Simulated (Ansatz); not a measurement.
`O[SiH2]O[SiH2][SiH3]` + `C[Te]C(C)=N` → `C[Te][SiH2][SiH3]` + `CC(=N)O[SiH2]O`  (redistribution)

Isolated molecules relaxed with PBE0-D4/def2-TZVP in Ansatz; ΔE leaves out vibrations. CCSD(T)/CBS adds triple-zeta CCSD(T) − MP2 to the extrapolated MP2 energy (def2 sets, frozen cores). DFT in def2-TZVPP. Elements past krypton have def2 core potentials. For Te outer-core shells are correlated without core-valence functions, which leaves a few kJ/mol of doubt a bond. Each species was taken in one conformer, which may not be the lowest.

Problem. Is it downhill or uphill in electronic energy at CCSD(T)/CBS, and by how much? (Estimate.)

Solution. Ansatz gave: Uphill: ΔE = +0.17 eV.

Problem. What do these levels give: r2SCAN-D4, ωB97X-V, B2PLYP, HF/def2-QZVPP, SCS-MP2/def2-QZVPP, CCSD/CBS(def2)? (An estimate is asked.)

Solution. Computed: r2SCAN-D4 0.08, ωB97X-V 0.03, B2PLYP 0.18, HF/def2-QZVPP 0.14, SCS-MP2/def2-QZVPP 0.25, CCSD/CBS(def2) 0.18 eV.

Largest T1 diagnostic among the species: 0.013.

From PBE to PBE0 (25 % exact exchange), in def2-TZVPP and without D4, ΔE moves by −0.05 eV. In def2-TZVPP, CCSD(T) changes the Hartree–Fock value by +0.04 eV (the triples alone add −0.00 eV) and MP2 by +0.07 eV.
